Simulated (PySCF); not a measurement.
MoN₂: fields on a plane

Level of theory: PySCF, PBE0, basis Mo def2-TZVP with ECP28, N def2-TZVP (scalar-relativistic core potentials, no spin–orbit coupling, density fitting).

The singlet minimum has Mo–N 1.652 Å (×2); N–Mo–N 104.4°.

The plane holds Mo1 at (0.00, 0.00), N2 at (1.65, 0.00), N3 at (-0.41, 1.60) Å. Columns run from x = -2.55 to 4.05 Å, rows from y = 4.05 (top) to -1.95 Å, in steps of 0.3 Å. Other isomers or separated fragments may lie lower. Core electrons replaced by a potential are absent, the electrostatic potential uses the reduced nuclear charge, and values within about 0.7 Å of such atoms have no physical meaning.

Q: Give the lowest empty orbital (Å^-3/2) at -3.43 eV (cut at ±0.3; overall sign arbitrary). Every second row and column.

A: 
```
 0.00  0.00  0.00 -0.01 -0.01  0.00  0.00  0.00  0.00  0.00  0.00  0.00
 0.00  0.00 -0.01 -0.02 -0.02 -0.01 -0.01  0.00  0.00  0.00  0.00  0.00
 0.00 -0.01 -0.03 -0.06 -0.06 -0.03 -0.01  0.00  0.00  0.00  0.00  0.00
 0.01 -0.01 -0.05 -0.15 -0.15 -0.04 -0.01  0.00  0.00  0.00  0.00  0.00
 0.01  0.01 -0.02 -0.14 -0.07 -0.01  0.01  0.00 -0.01 -0.01 -0.01  0.00
 0.03  0.04  0.04  0.04  0.05  0.05  0.04 -0.01 -0.04 -0.03 -0.01  0.00
 0.05  0.07  0.07 -0.12 -0.30 -0.10  0.05 -0.08 -0.14 -0.06 -0.02 -0.01
 0.06  0.10  0.11 -0.13 -0.14 -0.30  0.03  0.05 -0.19 -0.06 -0.02 -0.01
 0.06  0.11  0.16  0.13 -0.09 -0.11  0.03 -0.01 -0.06 -0.03 -0.01  0.00
 0.05  0.09  0.14  0.17  0.14  0.09  0.06  0.03  0.00 -0.01  0.00  0.00
 0.04  0.07  0.10  0.12  0.12  0.09  0.06  0.03  0.01  0.01  0.00  0.00
```

Q: Give the electron density (e/Å³) (cut at 5 e/Å³). Lower edges of the bins (e/Å³): '0' 0.000, '1' 0.030, '2' 0.076, '3' 0.151, '4' 0.268, '5' 0.455, '6' 0.750, '7' 1.218, '8' 1.960, '9' 3.136; top 5.00.

A: 
```
00000000000000000000000
00000000000000000000000
00000000000000000000000
00000000000000000000000
00000112211000000000000
00001234432100000000000
00012467653100000000000
00023689874210000000000
00124799975310000000000
00124699975321111000000
00124678875433332100000
00013467886555654210000
00012469999778886420000
00012489559889997421000
00012489559889997421000
00002479999778876310000
00001246886556654210000
00000124544334432100000
00000012222222211000000
00000000111111100000000
00000000000000000000000
```
